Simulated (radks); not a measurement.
Mn, configuration [Ar] 3d5 4s2 (the NIST ground configuration). Method: Dirac Kohn-Sham, LDA (Slater exchange, Perdew-Wang correlation), spin-unpolarised, spherical densities, finite nucleus; open shells fill j = l - 1/2 first; Fermi nuclear charge, rms radius 3.7057 fm; computed with a radial shooting solver on a logarithmic mesh with Libxc functionals.

Spin-orbit splittings of the eigenvalues, e(l+1/2) - e(l-1/2), with zeta = 2 splitting/(2l+1) and mean radii in bohr:

shell  occ.  splitting (eV)  zeta (eV)  <r> j=l-1/2  <r> j=l+1/2
2p        6           10.40      6.935       0.2454       0.2484
3p        6           1.280     0.8536       0.8993       0.9086
3d        5          0.1187    0.04746        1.220        1.227
